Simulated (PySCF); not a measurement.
A GIAO shielding run with PySCF 2.14 (density fitting, non-relativistic, gas phase) on `S(C=C)[SiH2]SCC#N`, C4H7NS2Si:

```
$ OMP_NUM_THREADS=1 python probes_run.py task.json out

{"job": {"kind": "nmr", "xc": "PBE0", "basis": "pcSseg-1"}, "charge": 0, "multiplicity": 1}
C     -3.033024     0.806908    -0.189269
C     -3.029753    -0.499604    -0.378664
S     -1.654588    -1.586354    -0.436781
Si     0.025301    -0.311371    -0.095043
S      1.697112    -1.652225    -0.126811
C      3.060884    -0.440655    -0.368182
C      2.974369     0.628552     0.577681
N      2.858071     1.478154     1.334180
H     -2.136731     1.381921    -0.037756
H     -3.962324     1.349855    -0.178909
H     -3.942944    -1.054712    -0.528591
H      0.200154     0.630060    -1.194980
H     -0.057679     0.333006     1.205459
H      3.985953    -1.001207    -0.228064
H      3.010784    -0.054338    -1.387491
```

Hardware: 1 thread of an Intel Xeon 6975P-C, shared host. The job also computes population analyses, field gradients.

Question: How large is the calculation?

Answer: 84 electrons, 192 basis functions and 1061 auxiliary functions.

Question: How long does it take, and how much memory does it need?

Answer: 23 s of wall time, with 14 SCF cycles and 5 response iterations; peak memory 0.78 GiB. Times on a shared host scatter by some tens of per cent.
